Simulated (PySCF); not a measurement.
## Excitation energy of Mg+ by level of theory

Mg+ [Ne] 3s1 (2S) → Mg+ [Ne] 3p1 (2P), as a difference of total energies. Calculation: PySCF 2.14, in aug-cc-pCVTZ; no relativity, point nucleus. Correlated levels: valence and next inner shell: 1s2 frozen; nothing frozen. The calculations carry no spin-orbit coupling.

```csv
method,excitation energy (cm⁻¹)
UHF,34495
LDA,33904
PBE,32686
PBE0,33173
r2SCAN,32452
wB97X-V,34148
r2SCANh,32793
PBEsol,32578
MP2 (valence and next inner shell),35311
SCS-MP2 (valence and next inner shell),35109
MP2 (all electrons),35284
SCS-MP2 (all electrons),35092
```

Errors of the correlated levels include the incompleteness of this basis and the frozen core.

For comparison: 35730 cm⁻¹ (measured; NIST levels, between the centres of gravity of the two terms).
